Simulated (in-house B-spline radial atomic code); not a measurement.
## Binding energies in Pb III (Pb2+)

NIST's tabulated ground configuration is [Xe] 4f14 5d10 6s2; each binding energy is the energy of the ion with one electron taken from that subshell, relaxed, less that of the parent. Level of theory: Dirac-Kohn-Sham B3LYP, spherical fractional occupations, Fermi nucleus of rms radius 5.5012 fm; calculated with an all-electron radial atomic-structure program (B-spline basis). Energies include first-order Breit, QED and recoil terms. Caution: exact exchange at fractional occupations of open shells leaves self-interaction of up to several eV.

```json
{"subshell": "1s", "X-ray name": "K", "binding energy (eV)": "88210", "-ε (eV)": "88071.0", "relaxation (eV)": "-578.3"}
{"subshell": "2s", "X-ray name": "L1", "binding energy (eV)": "15827.4", "-ε (eV)": "15787.0", "relaxation (eV)": "-103.3"}
{"subshell": "2p1/2", "X-ray name": "L2", "binding energy (eV)": "15236.5", "-ε (eV)": "15162.1", "relaxation (eV)": "-135.3"}
{"subshell": "2p3/2", "X-ray name": "L3", "binding energy (eV)": "13054.3", "-ε (eV)": "12971.8", "relaxation (eV)": "-119.8"}
{"subshell": "3s", "X-ray name": "M1", "binding energy (eV)": "3832.9", "-ε (eV)": "3816.5", "relaxation (eV)": "-29.5"}
{"subshell": "3p1/2", "X-ray name": "M2", "binding energy (eV)": "3553.1", "-ε (eV)": "3533.4", "relaxation (eV)": "-32.0"}
{"subshell": "3p3/2", "X-ray name": "M3", "binding energy (eV)": "3067.7", "-ε (eV)": "3043.5", "relaxation (eV)": "-31.3"}
{"subshell": "3d3/2", "X-ray name": "M4", "binding energy (eV)": "2610.1", "-ε (eV)": "2576.8", "relaxation (eV)": "-37.9"}
{"subshell": "3d5/2", "X-ray name": "M5", "binding energy (eV)": "2507.5", "-ε (eV)": "2472.7", "relaxation (eV)": "-37.8"}
{"subshell": "4s", "X-ray name": "N1", "binding energy (eV)": "895.7", "-ε (eV)": "884.8", "relaxation (eV)": "-13.9"}
{"subshell": "4p1/2", "X-ray name": "N2", "binding energy (eV)": "773.1", "-ε (eV)": "761.8", "relaxation (eV)": "-13.9"}
{"subshell": "4p3/2", "X-ray name": "N3", "binding energy (eV)": "654.6", "-ε (eV)": "641.5", "relaxation (eV)": "-14.4"}
{"subshell": "4d3/2", "X-ray name": "N4", "binding energy (eV)": "454.3", "-ε (eV)": "440.6", "relaxation (eV)": "-14.2"}
{"subshell": "4d5/2", "X-ray name": "N5", "binding energy (eV)": "432.3", "-ε (eV)": "418.1", "relaxation (eV)": "-14.5"}
{"subshell": "5s", "X-ray name": "O1", "binding energy (eV)": "173.1", "-ε (eV)": "165.5", "relaxation (eV)": "-8.2"}
{"subshell": "4f5/2", "X-ray name": "N6", "binding energy (eV)": "172.1", "-ε (eV)": "157.6", "relaxation (eV)": "-14.2"}
{"subshell": "4f7/2", "X-ray name": "N7", "binding energy (eV)": "167.3", "-ε (eV)": "152.5", "relaxation (eV)": "-14.3"}
{"subshell": "5p1/2", "X-ray name": "O2", "binding energy (eV)": "130.5", "-ε (eV)": "123.0", "relaxation (eV)": "-7.9"}
{"subshell": "5p3/2", "X-ray name": "O3", "binding energy (eV)": "108.3", "-ε (eV)": "100.5", "relaxation (eV)": "-8.0"}
{"subshell": "5d3/2", "X-ray name": "O4", "binding energy (eV)": "48.3", "-ε (eV)": "41.27", "relaxation (eV)": "-7.02"}
{"subshell": "5d5/2", "X-ray name": "O5", "binding energy (eV)": "45.72", "-ε (eV)": "38.63", "relaxation (eV)": "-7.05"}
{"subshell": "6s", "X-ray name": "P1", "binding energy (eV)": "32.8", "-ε (eV)": "28.36", "relaxation (eV)": "-4.51"}
```

Relaxation = -ε minus the binding energy without Breit, QED and recoil terms. With a density functional, K lines can miss by some tenths of a per cent, more in light atoms. For a density functional the relaxation so defined is negative, because -ε of a Kohn-Sham level is smaller than the binding energy.

Emission lines follow as differences of binding energies, with λ = 12398.42 eV·Å / E:

```json
{"line": "K-L3", "holes": "1s → 2p3/2", "energy (eV)": "75155.7", "wavelength (Å)": "0.16497"}
{"line": "K-L2", "holes": "1s → 2p1/2", "energy (eV)": "72973.5", "wavelength (Å)": "0.1699"}
{"line": "K-M3", "holes": "1s → 3p3/2", "energy (eV)": "85142.3", "wavelength (Å)": "0.14562"}
{"line": "L3-M5", "holes": "2p3/2 → 3d5/2", "energy (eV)": "10546.8", "wavelength (Å)": "1.1756"}
{"line": "L2-M4", "holes": "2p1/2 → 3d3/2", "energy (eV)": "12626.4", "wavelength (Å)": "0.98194"}
{"line": "L1-M3", "holes": "2s → 3p3/2", "energy (eV)": "12759.7", "wavelength (Å)": "0.97169"}
{"line": "L3-M1", "holes": "2p3/2 → 3s", "energy (eV)": "9221.4", "wavelength (Å)": "1.3445"}
{"line": "L2-N4", "holes": "2p1/2 → 4d3/2", "energy (eV)": "14782.2", "wavelength (Å)": "0.83874"}
{"line": "M5-N7", "holes": "3d5/2 → 4f7/2", "energy (eV)": "2340.2", "wavelength (Å)": "5.298"}
{"line": "M4-N6", "holes": "3d3/2 → 4f5/2", "energy (eV)": "2438.0", "wavelength (Å)": "5.0855"}
```

(1) What screening constant σ does Moseley's law, E = (3/4)·13.6057 eV·(Z - σ)², need for K-L3?

Moseley's non-relativistic formula needs a falling, then negative, screening constant for heavy elements, because relativity binds the 1s electron more strongly than the formula allows.

(2) What does it cost to remove both a 5d3/2 and a 6s electron?

(3) What does it cost to remove both a 2s and a 5p1/2 electron?

(4) What does it cost to remove both a 3s and a 4p3/2 electron?

Answers

(1) σ = -3.82.

(2) 93.121 eV, which is 12.02 eV more than the two single binding energies together.

(3) 15980 eV, which is 22.16 eV more than the two single binding energies together.

(4) 4525.2 eV, which is 37.69 eV more than the two single binding energies together.
